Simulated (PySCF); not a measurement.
Computed shifts of a molecule C2H4F2OSi, B3LYP/pcSseg-1 (PySCF), GIAO, gas phase, atoms alike by connectivity averaged where their shifts nearly agree, in ppm (number of nuclei): ¹³C: 239.5 (1), 122.0 (1). ²⁹Si: -85.8 (1). ¹⁹F: -141.0 (2). ¹H: 5.69 (1), 4.58 (3). References: ¹⁷O against H2O (σ = 333.8 ppm); ¹³C against TMS (σ = 181.3 ppm); ²⁹Si against TMS (σ = 338.7 ppm); ¹⁹F against CFCl3 (σ = 161.7 ppm); ¹H against TMS (σ = 31.68 ppm), references at their B3LYP-D3(BJ)/def2-TZVP geometries, non-relativistic. Coordinates come from a PBE-D3(BJ)/def2-SVP optimisation. The values are those of a single conformer.

**Question.** Which structure fits?
A. CC(=O)[SiH](F)F
B. C=CO[SiH](F)F
C. O=C[Si@@H](F)CF
D. O=C([SiH3])C(F)F

**Answer.** D, O=C([SiH3])C(F)F
